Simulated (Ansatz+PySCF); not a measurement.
**doublet NiCl: levels of theory in one basis**

```xyz
2

Ni    0.0000    0.0000    0.0000
Cl    0.0000    0.0000    2.0610
```

Basis set: def2-SVP (spherical functions). Frozen core: 10 orbitals. Correlation on ROHF uses semicanonical orbitals with singles. Charge 0, multiplicity 2.

Computed with Ansatz (development build ahead of 0.2.0); each method stands on the lowest determinant of its kind that the runs found.

```csv
method,E − E(ROHF) (eV),<S²> of the determinant
ROHF,0.00,0.75
UHF,-1.38,1.72
UHF-MP2,-12.76,1.72
```

(1) What does ROHF-MP2 give on the same scale?

(2) Is a single determinant a sound starting point here?

Answers

(1) -13.76 eV.

(2) It is doubtful. Unrestricted orbitals lower Hartree–Fock by 1.38 eV and <S²> is 1.72 where a pure state has 0.75, a sign of strong static correlation.

Caution: another spin multiplicity may lie lower. Caution for ROHF, ROHF-MP2: an unrestricted determinant lies well below. Caution for UHF, UHF-MP2: the unrestricted determinant is a mixture of spin states.
